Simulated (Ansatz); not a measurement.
PBE exchange is replaced step by step with exact exchange (0 % is PBE, 25 % PBE0; no dispersion term), basis def2-TZVP, Ansatz. System: Li₂Al₂⁺ (the lowest doublet isomer of a short search). Charge 1, multiplicity 2. Geometry: PBE-D4/def2-TZVP, each spin state at its own.

The relaxed quartet has other bonds than the doublet, so its gap is one between isomers.

Geometry of the doublet:

```xyz
4

Al   -1.261   -0.831    0.707
Al    0.975    0.011    1.353
Li    0.788   -0.954   -1.484
Li   -0.503    1.775   -0.575
```

At PBE with 50 % exact exchange/def2-TZVP the charge 1 doublet is spin-contaminated (final ⟨S²⟩ up to 0.88, 0.75 for a pure state). Another isomer (doublet) lies 0.10 eV lower at PBE0-D4/def2-TZVP.

HOMO and LUMO are taken over both spins.

```csv
exact exchange (%),HOMO (eV),LUMO (eV),gap (eV),⟨S²⟩,quartet − doublet (kJ/mol)
0,-8.31,-7.58,0.73,0.758,39.9
5,-8.44,-7.42,1.01,0.758,38.3
10,-8.56,-7.27,1.29,0.759,36.7
15,-8.69,-7.12,1.57,0.760,35.2
25,-8.95,-6.83,2.12,0.763,32.0
35,-9.21,-6.54,2.67,0.779,28.9
```

Question: Estimate the row for 50 %.

Answer: 
| exact exchange (%) | HOMO (eV) | LUMO (eV) | gap (eV) | ⟨S²⟩ | quartet − doublet (kJ/mol) |
| --- | --- | --- | --- | --- | --- |
| 50 | -9.63 | -6.10 | 3.53 | 0.878 | 24.6 |
